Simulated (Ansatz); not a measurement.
**Nudged elastic band run: ClH2NSn**

input.yaml

```yaml
crystal:
  periodic: [false, false, false]
  atoms:
    - { symbol: "N", position_ang: [-0.559169, 0.348789, -0.413092] }
    - { symbol: Sn, position_ang: [-0.296149, -1.062734, 1.058178] }
    - { symbol: Cl, position_ang: [2.133183, -0.851341, 0.968058] }
    - { symbol: H, position_ang: [0.229647, 0.824803, -0.864489] }
    - { symbol: H, position_ang: [-1.457712, 0.666883, -0.790155] }
basis:
  gaussian: { orbitals: def2-SVP }
hamiltonian:
  xc: revpbe
  dispersion: d4
neb:
  order_check: false
  images: 9
  f_tol: 0.05
  max_iterations: 60
  initial_path: idpp
  final_atoms:
    - { symbol: "N", position_ang: [-0.55872839, 0.34885423, -0.41347187] }
    - { symbol: Sn, position_ang: [-0.29519279, -1.06243092, 1.05746796] }
    - { symbol: Cl, position_ang: [2.13527503, -0.85169336, 0.96904852] }
    - { symbol: H, position_ang: [-1.45899922, 0.66432349, -0.78818939] }
    - { symbol: H, position_ang: [0.22744538, 0.82734657, -0.86635522] }
```

Run as:

```bash
$ ansatz run input.yaml --threads 1 --pin off --max-ram 2048MiB --backend cpu --events-out ev --progress --plain --runs-dir out
```

Output, in part (warnings, iteration lines, the closing report on the highest movable image, with atoms numbered from 0):

```
NEB end point (image 0): max|allowed force component| = 1.171e-2 eV/Å (the criterion of neb.relax_end_points is 1.000e-2)
NEB end point (image 10): max|allowed force component| = 9.906e-3 eV/Å (the criterion of neb.relax_end_points is 1.000e-2)
NEB iter   1: max|band force component| = 7.158e-1 eV/Å  barrier→ = 0.7068 eV  barrier← = 0.7068 eV  Δτ_max = 0.1931 Å  (289 SCF iters)
NEB iter   2: max|band force component| = 4.114e-1 eV/Å  barrier→ = 0.5553 eV  barrier← = 0.5553 eV  CI = image 5  Δτ_max = 0.1760 Å  (282 SCF iters)
NEB iter   3: max|band force component| = 4.717e-1 eV/Å  barrier→ = 0.5415 eV  barrier← = 0.5415 eV  CI = image 5  Δτ_max = 0.0628 Å  (266 SCF iters)
NEB iter   4: max|band force component| = 2.022e-1 eV/Å  barrier→ = 0.5017 eV  barrier← = 0.5017 eV  CI = image 5  Δτ_max = 0.0646 Å  (244 SCF iters)
NEB iter   5: max|band force component| = 9.655e-2 eV/Å  barrier→ = 0.4942 eV  barrier← = 0.4942 eV  CI = image 5  Δτ_max = 0.0384 Å  (239 SCF iters)
NEB iter   6: max|band force component| = 4.642e-2 eV/Å  barrier→ = 0.4924 eV  barrier← = 0.4924 eV  CI = image 5  Δτ_max = 0.0000 Å  (494 SCF iters)
Total energy: -19871.79911861 eV, -730.2751480196 hartree
Atom 0 at    -0.777156     0.072877    -0.695803 Å, force    -0.012717    -0.011961    -0.002399 eV/Å
Atom 1 at    -0.130204    -1.242981     0.825511 Å, force     0.008993    -0.006011     0.003509 eV/Å
Atom 2 at     1.921239    -0.122149     1.575831 Å, force    -0.003001    -0.001699    -0.000797 eV/Å
Atom 3 at    -0.052499     0.190725    -1.424328 Å, force     0.007588    -0.000068     0.000992 eV/Å
Atom 4 at    -0.911580     1.027929    -0.322710 Å, force    -0.000862     0.019739    -0.001305 eV/Å
Dipole moment:    -0.280906    -0.142049    -0.111655 e Å
```

The run converged. A vibrational analysis at the climbing image gives one clearly imaginary mode, 386i cm⁻¹: a first-order saddle point.

Final band (atoms are numbered from 1 in the order of the input):

```
image  path coordinate (Å)  energy (eV)  dihedral H5–N1–Sn2–Cl3 (°)
    0                 0.00         0.00                         180
    1                 0.33         0.05                        -151
    2                 0.65         0.17                        -125
    3                 0.98         0.32                        -101
    4                 1.30         0.44                         -78
    5                 1.63         0.49                         -58
    6                 1.95         0.44                         -39
    7                 2.28         0.32                         -24
    8                 2.60         0.17                         -13
    9                 2.93         0.05                          -5
   10                 3.25         0.00                           0
```

Time of the run: 79 s on 1 CPU thread of a shared host.
